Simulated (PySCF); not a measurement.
Compound: C5H12B2.
SMILES: `BC(B)C1CCC1`

Torsions of this conformer, `[BH2:1][CH:2]([BH2:3])[CH:4]1[CH2:5][CH2:6][CH2:7]1`: B1–C2–C4–C5 170°.

The closed-shell ground state was solved at several levels (PySCF, density fitting, gas phase, non-relativistic). The structure is a single PBE0-D3(BJ)/def2-SVP conformer in the gas phase; no vibrational or solvent corrections.

| level | basis functions | HOMO (eV) | LUMO (eV) | gap (eV) | dipole (D) |
| --- | --- | --- | --- | --- | --- |
| B3LYP/pcJ-1 | 309 | -8.04 | -2.14 | 5.90 | 0.72 |
| PBE0/pcSseg-1 | 179 | -8.25 | -1.93 | 6.32 | 0.71 |

(1) Estimate the row for B3LYP/def2-SVPD, a basis of 236 functions; the other rows only guide the guess.

(2) How far do the dipole and the HOMO energy spread over the levels?

Answers

(1) HOMO -8.05 eV, LUMO -2.16 eV, gap 5.89 eV, dipole 0.79 D.

(2) The dipole runs from 0.71 to 0.79 D (mean 0.74 D) and the HOMO from -8.25 to -8.04 eV.
